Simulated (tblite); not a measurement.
Species: C₄H₁₅NOSi₃.
SMILES with atom numbers: `[SiH3:1][O:2][Si@@H:3]([SiH3:4])[N:5]1[CH2:6][CH2:7][CH2:8][CH2:9]1` (hydrogens: H10, H11, H12 on Si1; H13 on Si3; H14, H15, H16 on Si4; H17, H18 on C6; H19, H20 on C7; H21, H22 on C8; H23, H24 on C9)

Computed with GFN2-xTB (tblite), gas phase: L-BFGS steps from a force-field or distance-geometry start until the largest atomic force falls under 0.01 eV/Å.

The end geometry, which sets the zero of energy:
```
atom  x, y, z in Å
Si1     3.0028   -1.0103   -1.3568
O2      2.2178   -0.5274   -0.0356
Si3     1.0911    0.1931    0.8953
Si4     1.4171    2.4658    0.9069
N5     -0.4397   -0.1742    0.2195
C6     -1.6591    0.5371    0.5589
C7     -2.7816   -0.1493   -0.2338
C8     -2.0329   -0.9644   -1.2874
C9     -0.7716   -1.3649   -0.5303
H10     2.5550   -0.2168   -2.5024
H11     2.6876   -2.4262   -1.5529
H12     4.4160   -0.7925   -1.0623
H13     1.3269   -0.5169    2.1716
H14     2.8229    2.8613    0.7639
H15     0.9606    3.0480    2.1766
H16     0.7036    3.2233   -0.1333
H17    -1.5554    1.5923    0.2833
H18    -1.8583    0.4983    1.6367
H19    -3.3447   -0.8179    0.4184
H20    -3.4733    0.5682   -0.6711
H21    -1.7688   -0.3338   -2.1367
H22    -2.6024   -1.8209   -1.6431
H23    -0.9841   -2.2134    0.1368
H24     0.0588   -1.6386   -1.1810
```

Question: These geometries come from the run, each turned onto the end geometry. Order them by energy, lowest first.
A.
```
atom  x, y, z in Å
Si1     3.1594   -1.2192   -0.9884
O2      2.2188   -0.5904    0.1560
Si3     1.0532    0.2830    0.8801
Si4     1.3034    2.5021    0.2946
N5     -0.4476   -0.4018    0.4020
C6     -1.6833    0.0794    0.9927
C7     -2.7984   -0.3775    0.0506
C8     -2.0856   -0.4803   -1.2960
C9     -0.7218   -1.0258   -0.8800
H10     3.6443   -0.1109   -1.8110
H11     2.3664   -2.1509   -1.7914
H12     4.2340   -1.8965   -0.2695
H13     1.2361   -0.0695    2.2954
H14     2.6917    2.9108    0.0618
H15     0.7884    3.4265    1.3148
H16     0.5852    2.8818   -0.9377
H17    -1.6699    1.1748    1.0802
H18    -1.8029   -0.3297    2.0006
H19    -3.1651   -1.3595    0.3524
H20    -3.6364    0.3160    0.0384
H21    -1.9737    0.5081   -1.7452
H22    -2.6020   -1.1319   -1.9988
H23    -0.7719   -2.1180   -0.7611
H24     0.0660   -0.8006   -1.5995
```
B.
```
atom  x, y, z in Å
Si1     3.0234   -1.0596   -1.3831
O2      2.2151   -0.3974   -0.1594
Si3     1.1050    0.2375    0.8481
Si4     1.3755    2.5160    0.9096
N5     -0.4423   -0.1757    0.2396
C6     -1.6690    0.5092    0.6021
C7     -2.7829   -0.1583   -0.2216
C8     -2.0235   -0.9542   -1.2830
C9     -0.7658   -1.3592   -0.5225
H10     2.7748   -0.2557   -2.5823
H11     2.5381   -2.4288   -1.5663
H12     4.4240   -1.0351   -0.9716
H13     1.4083   -0.4886    2.1015
H14     2.7782    2.9383    0.8064
H15     0.8780    3.0714    2.1774
H16     0.6757    3.2815   -0.1328
H17    -1.5686    1.5744    0.3682
H18    -1.8709    0.4279    1.6771
H19    -3.3618   -0.8396    0.4031
H20    -3.4660    0.5692   -0.6548
H21    -1.7553   -0.3096   -2.1211
H22    -2.5867   -1.8072   -1.6595
H23    -0.9843   -2.2128    0.1354
H24     0.0694   -1.6236   -1.1693
```
C.
```
atom  x, y, z in Å
Si1     3.5481   -1.2380   -0.5731
O2      2.0671   -0.6614   -0.2997
Si3     1.0173    0.2511    0.5504
Si4     1.3865    2.4401   -0.0826
N5     -0.5222   -0.4176    0.1923
C6     -1.6572   -0.2192    1.0776
C7     -2.8927   -0.5570    0.2437
C8     -2.4384   -0.2053   -1.1696
C9     -0.9949   -0.7003   -1.1527
H10     4.2903   -0.1953   -1.2829
H11     3.3313   -2.4291   -1.3882
H12     4.1816   -1.5374    0.7107
H13     1.2280   -0.0535    1.9728
H14     2.7735    2.7209   -0.4789
H15     1.0797    3.3998    0.9893
H16     0.5717    2.8831   -1.2268
H17    -1.7016    0.8231    1.4204
H18    -1.5636   -0.8595    1.9594
H19    -3.1090   -1.6240    0.3058
H20    -3.7704    0.0001    0.5654
H21    -2.4646    0.8767   -1.3110
H22    -3.0388   -0.6791   -1.9440
H23    -0.9647   -1.7839   -1.3358
H24    -0.3686   -0.2142   -1.9016
```
D.
```
atom  x, y, z in Å
Si1     3.7295   -1.2729   -0.4689
O2      2.1800   -0.8080   -0.4014
Si3     1.0813    0.0776    0.4168
Si4     1.2281    2.3078   -0.1515
N5     -0.4991   -0.5062    0.0677
C6     -1.5230   -0.1469    1.0322
C7     -2.8378   -0.4967    0.3579
C8     -2.5465   -0.1484   -1.0965
C9     -1.0960   -0.6030   -1.2600
H10     4.4694   -0.2178   -1.1625
H11     3.7085   -2.5415   -1.1901
H12     4.2463   -1.4443    0.8891
H13     1.2982   -0.2305    1.8383
H14     2.5116    2.8742   -0.5890
H15     0.8090    3.1790    0.9618
H16     0.2715    2.6276   -1.2289
H17    -1.4934    0.9308    1.2531
H18    -1.3646   -0.6956    1.9615
H19    -3.0392   -1.5619    0.4613
H20    -3.6735    0.0588    0.7729
H21    -2.6295    0.9290   -1.2497
H22    -3.2190   -0.6496   -1.7878
H23    -1.0562   -1.6485   -1.5882
H24    -0.5673    0.0071   -1.9968
```
E.
```
atom  x, y, z in Å
Si1     3.1779   -1.2476   -1.1948
O2      2.1427   -0.2541   -0.4617
Si3     1.1292    0.3208    0.6762
Si4     1.2383    2.6169    0.6007
N5     -0.4296   -0.2705    0.2857
C6     -1.6393    0.2683    0.8734
C7     -2.7955   -0.2160   -0.0163
C8     -2.0974   -0.7013   -1.2869
C9     -0.7803   -1.2349   -0.7316
H10     3.7093   -0.4563   -2.3015
H11     2.4461   -2.4251   -1.6654
H12     4.2118   -1.6257   -0.2355
H13     1.5918   -0.3039    1.9357
H14     2.5994    3.1610    0.6210
H15     0.5656    3.1938    1.7747
H16     0.5901    3.2505   -0.5586
H17    -1.5810    1.3620    0.9044
H18    -1.7626   -0.0826    1.9053
H19    -3.3136   -1.0488    0.4604
H20    -3.5216    0.5713   -0.2116
H21    -1.9045    0.1382   -1.9561
H22    -2.6690   -1.4607   -1.8157
H23    -0.9344   -2.2302   -0.2891
H24     0.0148   -1.3052   -1.4715
```

Answer: B (0.005 eV), E (0.021 eV), A (0.042 eV), C (0.077 eV), D (0.150 eV).

In the order of the answer:

```tsv
step	E above end (eV)	largest force (eV/Å)	rms force component (eV/Å)	rms distance from end (Å)	rms bond change (Å)	bond most changed (Å)
249	0.005	0.04	0.015	0.101	0.001	C6–C7 +0.002
189	0.021	0.04	0.011	0.528	0.001	Si3–Si4 +0.004
157	0.042	0.05	0.016	0.757	0.004	Si3–Si4 +0.013
65	0.077	0.03	0.008	1.198	0.004	Si3–Si4 +0.012
31	0.150	0.15	0.043	1.307	0.006	C6–C7 -0.018
```

What follows is the cost of the whole relaxation. The run took 5.8 s of wall time on one thread of an Arm Neoverse N1, on a shared host.
